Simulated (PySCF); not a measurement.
Compound: C₃H₁₃BGeSi.
Structure used (PBE0-D3(BJ)/def2-SVP), in Å, numbered top down from 1:
```
atom  x, y, z in Å
C1    -1.9332    1.5412    0.2520
B2    -1.5094    0.1220   -0.2611
C3    -2.1323   -1.1705    0.3642
Si4   -0.0920   -0.0151   -1.7212
C5     1.5610    0.6295   -1.0479
Ge6    2.1203   -0.2659    0.5980
H7    -2.9414    1.5726    0.6966
H8    -1.8140    2.3681   -0.4638
H9    -1.2297    1.7473    1.0857
H10   -2.6133   -1.0258    1.3447
H11   -1.4586   -2.0406    0.3974
H12   -2.9378   -1.4538   -0.3457
H13   -0.4774    0.8000   -2.9247
H14    0.1191   -1.4245   -2.1947
H15    1.4724    1.7080   -0.8363
H16    2.3513    0.5094   -1.8063
H17    3.5028    0.2283    1.0674
H18    1.0912    0.0255    1.7119
H19    2.1796   -1.7915    0.3880
```

Level of theory: core-valence-separated Tamm–Dancoff BHandHLYP/aug-pcX-1 (pcseg-1 on H, def2-SVPD on Ge, def2-SVPD on Si) in PySCF, non-relativistic, gas phase, PBE0-D3(BJ)/def2-SVP geometry. The energies are unshifted.

The lowest roots of each edge with f over 0.003 (five at most, numbered afresh; weaker and dark ones are left out), with transition dipoles (au) in the frame of the coordinates:

```tsv
root	edge	E (eV)	f	μx	μy	μz
1	C	284.45	0.0053	0.0210	0.0177	0.0025
2	C	284.77	0.0067	-0.0225	-0.0215	-0.0003
3	C	284.77	0.0066	0.0012	0.0257	0.0170
4	C	285.30	0.0155	0.0352	0.0229	0.0213
5	C	285.51	0.0340	0.0061	-0.0435	0.0542
6	B	185.50	0.0872	0.1019	0.0037	0.0937
7	B	191.02	0.0032	-0.0017	0.0141	-0.0218
8	B	191.53	0.0053	0.0316	0.0104	-0.0034
9	B	191.62	0.0112	-0.0280	0.0108	0.0386
10	B	191.72	0.0095	0.0198	-0.0138	-0.0381
```

Molecules are fixed in this frame and the field points along y. What effective strengths 3 f cos²θ do the roots have (θ between field and μ)?

root 1 (C5): 0.007, root 2 (C1/C3): 0.010, root 3 (C1/C3): 0.014, root 4 (C5): 0.011, root 5 (C5): 0.040, root 6 (B2): 0.000, root 7 (B2): 0.003, root 8 (B2): 0.002, root 9 (B2): 0.002, root 10 (B2): 0.003. Root 5 is the strongest. Averaged over all orientations cos²θ is 1/3, which gives f back. For degenerate partners only the sum has meaning, as the program may mix them freely.

 The BHandHLYP/aug-pcX-1 (pcseg-1 on H, def2-SVPD on Ge, def2-SVPD on Si) calculation is non-relativistic and has no spin–orbit coupling, an omission that weighs most on germanium.

On one thread of an Arm Neoverse V2, on a shared host, this took 37 s and 1.1 GiB of memory at its peak.

One conformer stands for the species.
